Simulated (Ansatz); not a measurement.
Ansatz results at the PBE0-D4/def2-TZVP geometry: HOMO–LUMO gap (PBE0/def2-TZVPP) 5.68 eV; zero-point energy (PBE0-D4/def2-TZVP) 156.1 kJ/mol; size of the dipole moment (ωB97M-V/def2-TZVPP) 0.58 D.

Problem. Which molecule gave them?
A. `C[NH][ZnH]`
B. `C=CC(Cl)Br`
C. `SC1NBO1`
D. `[CH3][Al]([OH])[C](=N)Cl`

Solution. A. The others give `C=CC(Cl)Br`: 6.91, 162.4, 2.02; `SC1NBO1`: 7.50, 158.3, 2.21; `[CH3][Al]([OH])[C](=N)Cl`: 6.18, 186.8, 0.16.
